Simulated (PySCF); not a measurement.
C₈H₉N₃O₂, SMILES COc1nnc(-c2cccn2C)o1.

Geometry: PBE0-D3(BJ)/def2-SVP. This is a generated structure with no PubChem entry under its InChIKey; it may be hypothetical. Other conformers were not sampled.

All values below come from PBE0/def2-SVP (PySCF).

Computed frontier levels, gap, dipole moment and polarisability:
```json
{
 "highest_occupied_level": "-5.93 eV",
 "lowest_empty_level": "-0.63 eV",
 "orbital_gap": "5.30 eV",
 "dipole_moment": "3.35 D",
 "quadrupole, principal values (traceless, Buckingham form, about the centre of nuclear charge)": "-22.49, -7.37, 29.86 D·Å",
 "mean_static_polarisability": "110.8 bohr³ (16.42 Å³)",
 "polarisability_principal_values": "57.6, 113.5, 161.2 bohr³"
}
```
